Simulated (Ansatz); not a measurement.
The first iterations of a band of CH₇NSi₂ (11 atoms, charge 0, multiplicity 1).

Computed with UKS B3LYP-D4/def2-SVP in Ansatz.

* movable images: 5
* climbing image: yes
* spring: 5.0 eV/Å²
* optimiser: quadratic models (default)
* start path: straight line
* force threshold: 0.03 eV/Å
* iteration limit: 60
* end points: relaxed

Image 0:

```xyz
11
Properties=species:S:1:pos:R:3
C -0.624 1.436 -0.340
N -0.085 0.127 -0.038
Si 0.187 -0.925 1.335
Si 0.743 -1.196 -0.832
H -1.010 1.477 -1.372
H -1.461 1.684 0.334
H 0.134 2.235 -0.237
H -1.020 -1.513 1.992
H 1.135 -0.460 2.393
H -0.039 -1.990 -1.827
H 2.106 -0.932 -1.388
```

Image 6:

```xyz
11
Properties=species:S:1:pos:R:3
C -0.609 1.197 0.002
N -0.529 -0.258 0.182
Si 0.491 -1.137 1.714
Si 0.822 -1.309 -0.590
H -1.037 1.458 -0.980
H -1.223 1.654 0.795
H 0.401 1.623 0.067
H -1.454 -0.683 0.102
H 1.478 0.036 1.670
H 0.131 -2.278 -1.496
H 1.594 -0.359 -1.448
```

| iteration | highest image above the first end (eV) | largest band force component (eV/Å) |
| --- | --- | --- |
| 1 | 3.087 | 3.075 |
| 2 | 2.537 | 1.804 |
| 3 | 2.358 | 1.944 |
| 4 | 2.272 | 0.984 |

Does the band converge within its limit, and where does its top end?

The run converged. It ended after 13 iterations with the highest image 2.285 eV above the first end. Another band between the same ends (5 images) ends at a top of the same energy, where a vibrational analysis finds 1 clearly imaginary mode. The orbitals stay closed-shell, which can raise the energy where a bond breaks towards radicals; this wasn't checked here.

The run took 4 min on 2 threads of Arm Neoverse V1, on a shared host, peak memory 0.29 GiB.
